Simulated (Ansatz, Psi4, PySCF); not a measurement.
HLi, charge +1, doublet, at the geometry of the source list (a state made from the parent by changing its charge; the spin is typed, not shown lowest). Base run: HF/cc-pVDZ (PySCF).

Input for PySCF:
```python
from pyscf import gto, scf

mol = gto.Mole()
mol.atom = '''
    Li    0.000000    0.000000    0.820000
    H     0.000000    0.000000   -0.820000
'''
mol.basis = 'cc-pvdz'
mol.charge = 1
mol.spin = 1
mol.verbose = 4
mol.build()

mf = scf.UHF(mol)
mf.kernel()
```

The same geometry, method and basis name were run in Ansatz (an electronic-structure program) and Psi4 and PySCF, at each program's defaults and at the settings that a row names. The base is PySCF at its defaults. Differences at the defaults can come from grids, fitting, cores and function types together.

```
code and settings                                                           ΔE vs base (µEh)  basis functions    E (Eh)  SCF cycles
--------------------------------------------------------------------------  ----------------  ---------------  --------  ----------
PySCF, defaults (exact integrals, spherical functions)                                   0.0               19  -7.72843           7
Psi4, defaults (density fitting with its default set, spherical functions)              66.1               19  -7.72837           6
Ansatz, defaults (factorised integrals, spherical functions)                            67.3               19  -7.72836           -
PySCF, density fitting with def2-universal-jkfit                                        -0.7               19  -7.72843           7
Psi4, exact integrals, spherical functions                                              66.9               19  -7.72837           8
Ansatz, high accuracy                                                                   66.9               19  -7.72837           -
```

Open shells are given as the SCF converged; they aren't shown to be the lowest states, and a large step between rows can be another state.
